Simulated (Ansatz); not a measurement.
Born–Oppenheimer molecular dynamics of CH$_{4}$Cl$_{2}$Zn (8 atoms, charge 0, multiplicity 1). It starts at the highest image of a converged band. Of that band: Neighbouring images differ by up to 1.2 eV, so the band resolves the path poorly. A vibrational analysis at the climbing image gives one clearly imaginary mode, 929i cm⁻¹: a first-order saddle point.

The calculation used Ansatz, UKS PBE0/def2-SVP.

```
ensemble                      : NVE (velocity Verlet)
time step                     : 0.5 fs
steps asked                   : 200
starting velocities drawn for : 300 K
seed                          : 6210
```

First frame:

```xyz
8
Properties=species:S:1:pos:R:3
Zn -0.773 0.110 -0.892
Cl -0.334 -2.271 -0.446
Cl -2.050 0.955 -2.353
H 0.217 -1.033 0.219
C 0.552 0.422 0.654
H -0.054 1.000 1.370
H 1.153 -0.271 1.272
H 1.289 1.088 0.176
```

(1) How far do the bonds stretch over the last three quarters of this one trajectory? (Pairs bonded in most of those frames.)

Results:

(1) 
```
   bond  mean (Å)  spread (Å)  shortest  longest
Zn1–Cl3     2.133       0.036      2.08     2.20
 Zn1–C5     1.960       0.045      1.88     2.07
 Cl2–H4     1.291       0.006      1.28     1.31
  C5–H6     1.105       0.007      1.09     1.12
  C5–H7     1.104       0.008      1.09     1.12
  C5–H8     1.106       0.027      1.06     1.14
```

Pairs bonded in part of these frames only: Zn1–Cl2 40 %.

Mean temperature of the second half: 552 K. The conserved energy stayed within 0.12 meV per atom of its start (net change 0.041 meV per atom), so the integration is sound. The kinetic energy rose, since the run started high on the potential surface and went downhill. It ends in pieces (CH3ClZn + ClH), so much of that is their flight and rotation, not heat. A run of 0.1 ps of so small a system gives no equilibrium averages. The orbitals were unrestricted but ended closed-shell.

The run took 13 min on 4 threads of Arm Neoverse N1, with other jobs on the host, peak memory 0.35 GiB.
